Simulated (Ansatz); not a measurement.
`CC(Cl)Br` + HBr → `ClC(Br)Br` + CH₄  (substitution at a C–C bond)

Gas-phase electronic energies from Ansatz, PBE0-D4/def2-TZVP geometries. CBS: MP2 limit from def2 TZ/QZ plus the TZ coupled-cluster correction, frozen cores. This one scheme is used for every species. For Br outer-core shells are correlated without core-valence functions, which leaves a few kJ/mol of doubt a bond. Scalar relativity is left out up to krypton.

`CC(Cl)Br`:

Cartesian coordinates in Å:
```
C -0.809 0.201 0.031
C 0.606 -0.302 -0.007
Cl 1.439 0.014 1.523
Br 1.579 0.496 -1.494
H -0.830 1.279 0.187
H -1.310 -0.031 -0.911
H -1.345 -0.285 0.849
H 0.670 -1.373 -0.178
```

HBr:

```xyz
2

Br   -0.523    0.471   -0.096
H     0.523   -0.471    0.096
```

`ClC(Br)Br`:

Z-matrix (Å, degrees):
```
C
Cl 1 1.749
Br 1 1.928 2 111.6
Br 1 1.928 2 111.6 3 -125.4
H 1 1.083 2 108.5 3 117.3
```

CH₄:

Z-matrix (Å, degrees):
```
C
H 1 1.090
H 1 1.090 2 109.5
H 1 1.090 2 109.5 3 -120.0
H 1 1.090 2 109.5 3 120.0
```

```
        level  ΔE (kcal/mol)
HF/def2-TZVPP           14.5
HF/def2-QZVPP           14.5
```

(1) What does CCSD(T)/CBS give? (Estimate.)

Largest T1 diagnostic among the species: 0.008.

## Answers

(1) Ansatz gave: +11.1 kcal/mol. The listed levels differ from it by 3.4, 3.4 kcal/mol.

From BLYP to BHLYP (50 % exact exchange), in def2-TZVPP and without D4, ΔE moves by +4.0 kcal/mol. Leaving LDA and LC-ωPBE aside and taking each functional with its dispersion term where it has one, the values, not all of them listed here, spread over 3.7 kcal/mol, from BLYP-D4 to r2SCAN0-D4. LDA lies +2.2 kcal/mol from PBE without D4. In def2-TZVPP, CCSD(T) changes the Hartree–Fock value by −2.9 kcal/mol (the triples alone add −0.7 kcal/mol) and MP2 by −4.1 kcal/mol.
